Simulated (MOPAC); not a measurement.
MOPAC input (PM6):

```
PM6 1SCF CHARGE=-1 GEO-OK AUX(PRECISION=9) THREADS=1
HFNTe

Te   -0.01161377 1   -0.05806005 1    0.29664959 1
F     0.40269439 1    1.65596319 1   -0.79263972 1
N    -0.25377935 1   -1.49297415 1   -1.00422763 1
H    -1.24387820 1   -1.43372680 1   -1.26242809 1
```

From the last part of the output:

```
                                                       MOPAC v23.2.5 Linux

          FINAL HEAT OF FORMATION =        -41.72970 KCAL/MOL =    -174.59707 KJ/MOL

          COSMO AREA              =         97.62 SQUARE ANGSTROMS
          COSMO VOLUME            =         83.24 CUBIC ANGSTROMS

          IONIZATION POTENTIAL    =          3.114016 EV
          HOMO LUMO ENERGIES (EV) =         -3.114  4.146
          NO. OF FILLED LEVELS    =         10
          MOLECULAR WEIGHT        =        161.6130         POINT GROUP:  C1

          MOLECULAR DIMENSIONS (Angstroms)

            Atom       Atom       Distance
            H     4    F     2     3.53243
           Te     1    H     4     1.37894
            N     3   Te     1     0.79020

          SCF CALCULATIONS        =          1

   ATOM   CHEMICAL          X               Y               Z
  NUMBER   SYMBOL      (ANGSTROMS)     (ANGSTROMS)     (ANGSTROMS)

     1      Te         -0.01161377  *  -0.05806005  *   0.29664959  *
     2       F          0.40269439  *   1.65596319  *  -0.79263972  *
     3       N         -0.25377935  *  -1.49297415  *  -1.00422763  *
     4       H         -1.24387820  *  -1.43372680  *  -1.26242809  *

                             CARTESIAN COORDINATES

   1   Te       -0.011613770    -0.058060050     0.296649590
   2    F        0.402694390     1.655963190    -0.792639720
   3    N       -0.253779350    -1.492974150    -1.004227630
   4    H       -1.243878200    -1.433726800    -1.262428090

           Empirical Formula: H N Te F  =     4 atoms

      MOLECULAR POINT GROUP   :   C1

                  EIGENVALUES
 -65.96854 -31.07214 -21.01313  -9.30816  -8.46425  -8.19607  -7.74553  -4.91485
  -4.22367  -3.11402   4.14644   5.39791  11.36246

              NET ATOMIC CHARGES AND DIPOLE CONTRIBUTIONS

  ATOM NO.   TYPE          CHARGE      No. of ELECS.   s-Pop       p-Pop
    1         Te           0.260206        5.7398     1.96924     3.77055
    2          F          -0.654382        7.6544     1.97448     5.67990
    3          N          -0.791725        5.7917     1.80145     3.99028
    4          H           0.185900        0.8141     0.81410
 DIPOLE           X         Y         Z       TOTAL
 POINT-CHG.    -1.385    -0.830     5.775     5.997
 HYBRID        -0.899     0.385    -0.359     1.041
 SUM           -2.284    -0.445     5.416     5.895

          ATOMIC ORBITAL ELECTRON POPULATIONS

     Atom    s        px        py        pz
    1 Te   1.96924   1.94447   0.78358   1.04250
    2  F   1.97448   1.98688   1.77135   1.92167
    3  N   1.80145   1.32857   1.16297   1.49874
    4  H   0.81410

 **********************
 *                    *
 * JOB ENDED NORMALLY *
 *                    *
 **********************

 == MOPAC DONE ==
```

The dipole moment of an ion depends on the origin.

The geometry given is a B3LYP-D3(BJ)/def2-TZVP minimum.
